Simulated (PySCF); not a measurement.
**ZnH: frontier orbitals**

M06 at R = 1.614 Å; PySCF, no relativity, basis sets Zn def2-TZVPPD, H def2-TZVPPD. State: ²Σ⁺ (doublet), unpaired electrons σ ↑. Only the outer orbitals are listed, counted within each symmetry.

```
spin  orbital  occ.  ε (eV)  on Zn (%)           main shells (%)
   α       6σ     1  -14.57         96                   96 Zn d
   α       1δ     1  -14.42        100                  100 Zn d
   α       1δ     1  -14.42        100                  100 Zn d
   α       3π     1  -14.33        100                  100 Zn d
   α       3π     1  -14.33        100                  100 Zn d
   α       7σ     1   -9.66         58           50 Zn s, 42 H s
   α       8σ     1   -5.18         77  45 Zn s, 32 Zn p, 22 H s
   α       4π     0   -1.25        100                  100 Zn p
   α       4π     0   -1.25        100                  100 Zn p
   α       9σ     0   -0.48        101                  100 Zn p
   β       1δ     1  -14.37        100                  100 Zn d
   β       1δ     1  -14.37        100                  100 Zn d
   β       6σ     1  -14.37         98                   98 Zn d
   β       3π     1  -14.27        100                  100 Zn d
   β       3π     1  -14.27        100                  100 Zn d
   β       7σ     1   -8.82         63           57 Zn s, 36 H s
   β       8σ     0   -2.71         74  37 Zn p, 35 Zn s, 23 H s
   β       4π     0   -0.78         98                   98 Zn p
   β       4π     0   -0.78         98                   98 Zn p
```

Which are the highest filled and the lowest empty level, where do they sit, and how wide is the gap?

Highest filled α 8σ at -5.18 eV (in %: 45 Zn s, 32 Zn p, 22 H s); lowest empty β 8σ at -2.71 eV (in %: 37 Zn p, 35 Zn s, 23 H s); the gap at M06 is 2.47 eV.

* bond order (Mayer): 0.85
* ⟨S²⟩: 0.753
* charge on Zn (Mulliken, basis-dependent): 0.06
* charge on Zn (Löwdin, basis-dependent): 0.32
* dipole moment (positive dipole means Zn(−)H(+)): -0.54 D

Shares are Mulliken populations and can fall outside 0 to 100 %.

The state was picked by a PBE0 search and need not be the measured ground state.
